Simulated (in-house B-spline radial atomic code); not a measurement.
## Ionising In5+ with different functionals

Computed with a radial B-spline atomic code at the basis-set limit: scalar-relativistic (spin-free X2C) Hamiltonian, Fermi nucleus of rms radius 4.6156 fm, spin-polarised at highest spin, spherical fractional occupations for the functionals, the average over the highest-spin determinants for Hartree-Fock. The ionisation energy is the difference of two self-consistent energies, [Kr] 4d8 → [Kr] 4d7, without Breit or QED terms; ε is the level of the shell that loses the electron (its least bound occupied spin orbital). There is no spin-orbit coupling in this Hamiltonian.

Hybrids are left out here: with spherical fractional occupations of an open shell their exact exchange keeps a self-interaction that integer-occupation calculations don't have.

```json
{"method": "Hartree-Fock", "rung": "Hartree-Fock", "ΔSCF (eV)": "89.96", "-ε(4d) (eV)": "91.46"}
{"method": "LDA VWN5", "rung": "LDA", "ΔSCF (eV)": "92.08", "-ε(4d) (eV)": "82.76"}
{"method": "LDA PW92", "rung": "LDA", "ΔSCF (eV)": "92.07", "-ε(4d) (eV)": "82.75"}
{"method": "LDA exchange-only", "rung": "LDA", "ΔSCF (eV)": "89.98", "-ε(4d) (eV)": "80.74"}
{"method": "PBE", "rung": "GGA", "ΔSCF (eV)": "91.77", "-ε(4d) (eV)": "82.47"}
{"method": "PBEsol", "rung": "GGA", "ΔSCF (eV)": "91.76", "-ε(4d) (eV)": "82.46"}
{"method": "BLYP", "rung": "GGA", "ΔSCF (eV)": "91.59", "-ε(4d) (eV)": "82.30"}
{"method": "RPBE", "rung": "GGA", "ΔSCF (eV)": "?", "-ε(4d) (eV)": "?"}
{"method": "PW91", "rung": "GGA", "ΔSCF (eV)": "91.88", "-ε(4d) (eV)": "82.58"}
{"method": "BP86", "rung": "GGA", "ΔSCF (eV)": "91.87", "-ε(4d) (eV)": "82.56"}
{"method": "AM05", "rung": "GGA", "ΔSCF (eV)": "91.81", "-ε(4d) (eV)": "82.49"}
{"method": "OLYP", "rung": "GGA", "ΔSCF (eV)": "92.06", "-ε(4d) (eV)": "82.75"}
{"method": "TPSS", "rung": "meta-GGA", "ΔSCF (eV)": "?", "-ε(4d) (eV)": "?"}
{"method": "SCAN", "rung": "meta-GGA", "ΔSCF (eV)": "91.70", "-ε(4d) (eV)": "82.53"}
{"method": "r2SCAN", "rung": "meta-GGA", "ΔSCF (eV)": "91.73", "-ε(4d) (eV)": "82.57"}
{"method": "revTPSS", "rung": "meta-GGA", "ΔSCF (eV)": "91.58", "-ε(4d) (eV)": "82.31"}
```

What does RPBE give?

ΔSCF 91.71 eV, and -ε(4d) = 82.41 eV.

What does TPSS give?

ΔSCF 91.65 eV, and -ε(4d) = 82.38 eV.

How do they compare with the NIST value?

NIST lists 90 eV ± 2 (tabulated theory, ground level to ground level). Errors run from -0.04 to +2.08 eV; all lie within about twice that uncertainty, so the table can't rank the methods. Hartree-Fock also lacks correlation.
